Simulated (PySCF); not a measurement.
In(OH)2(SiH3) (H5InO2Si), SMILES [OH][In]([OH])[SiH3]. Heavy atoms are numbered as in [In:1]([OH:2])([OH:4])[SiH3:6]. Hydrogens are named by the atom that carries them.

Coordinates come from a PBE0-D3(BJ)/def2-SVP optimisation. The structure was generated by enumeration; whether it is a known compound was not checked. The def2 effective core potentials stand for the cores of In; spin–orbit coupling is left out. Other conformers were not sampled.

Calculation: r2SCAN/def2-TZVP run with PySCF.

ESP charges are fitted to the potential on shells at 1.4 to 2.0 van der Waals radii. Atomic charges (e), one atom of each kind:

```json
[
 {"atom": "In1", "Löwdin": "0.27", "ESP fit": "0.82", "Mulliken": "0.78"},
 {"atom": "O2 (OH)", "Löwdin": "-0.33", "ESP fit": "-0.79", "Mulliken": "-0.66"},
 {"atom": "H on O2", "Löwdin": "0.15", "ESP fit": "0.39", "Mulliken": "0.30"},
 {"atom": "Si6 (SiH3)", "Löwdin": "0.13", "ESP fit": "0.10", "Mulliken": "-0.02"},
 {"atom": "H on Si6", "Löwdin": "-0.02", "ESP fit": "-0.04", "Mulliken": "-0.01"}
]
```
